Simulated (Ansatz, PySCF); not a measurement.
Sn(Cl)3(SiH3) (Cl3H3SiSn), SMILES [Cl][Sn]([SiH3])([Cl])[Cl]. Atoms are numbered in the order given.

```xyz
8

Si     0.0000     0.0000     2.5818
Sn    -0.0002     0.0000     0.0083
Cl     1.9364    -0.9773    -0.8962
Cl    -0.1219     2.1656    -0.8967
Cl    -1.8147    -1.1883    -0.8969
H      0.0797    -1.4200     3.0199
H     -1.2695     0.6411     3.0201
H      1.1901     0.7789     3.0196
```

Coordinates come from a r2SCAN-D4/def2-SVP optimisation. The structure was generated by enumeration; whether it is a known compound was not checked. The def2 effective core potentials stand for the cores of Sn; spin–orbit coupling is left out.

Two levels are set side by side: PBE-D3(BJ)/def2-SVP (Ansatz, a first-principles code) and r2SCAN-D4/def2-SVP (Ansatz). Each level has its own optimised geometry; the coordinates shown are those of the second. Frequencies come from the Hessian of PySCF at each geometry. Differences are taken from unrounded values.

```json
[
 {"quantity": "mean bond length (Å)", "r2SCAN-D4": "2.013"},
 {"quantity": "bond Si1–Sn2 (Å)", "r2SCAN-D4": "2.573"},
 {"quantity": "bond Sn2–Cl3 (Å)", "r2SCAN-D4": "2.350"},
 {"quantity": "bond Sn2–Cl4 (Å)", "r2SCAN-D4": "2.350"},
 {"quantity": "bond Sn2–Cl5 (Å)", "r2SCAN-D4": "2.350"},
 {"quantity": "bond Si1–H6 (Å)", "r2SCAN-D4": "1.488"},
 {"quantity": "bond Si1–H7 (Å)", "r2SCAN-D4": "1.488"},
 {"quantity": "bond Si1–H8 (Å)", "r2SCAN-D4": "1.488"},
 {"quantity": "highest harmonic wavenumber (cm⁻¹)", "r2SCAN-D4": "2265"},
 {"quantity": "mean harmonic wavenumber (cm⁻¹)", "r2SCAN-D4": "687"},
 {"quantity": "zero-point energy (kcal/mol)", "r2SCAN-D4": "17.69"}
]
```

Task: What does PBE-D3(BJ) give, and how far is it from r2SCAN-D4? (Estimate from the structure and the level; the computed values follow.)

Result: 
| quantity | PBE-D3(BJ) | PBE-D3(BJ) minus r2SCAN-D4 |
|---|---|---|
| mean bond length (Å) | 2.026 | 0.013 |
| bond Si1–Sn2 (Å) | 2.587 | 0.014 |
| bond Sn2–Cl3 (Å) | 2.366 | 0.016 |
| bond Sn2–Cl4 (Å) | 2.366 | 0.016 |
| bond Sn2–Cl5 (Å) | 2.366 | 0.016 |
| bond Si1–H6 (Å) | 1.499 | 0.011 |
| bond Si1–H7 (Å) | 1.499 | 0.011 |
| bond Si1–H8 (Å) | 1.499 | 0.011 |
| highest harmonic wavenumber (cm⁻¹) | 2207 | -57 |
| mean harmonic wavenumber (cm⁻¹) | 666 | -21 |
| zero-point energy (kcal/mol) | 17.15 | -0.54 |
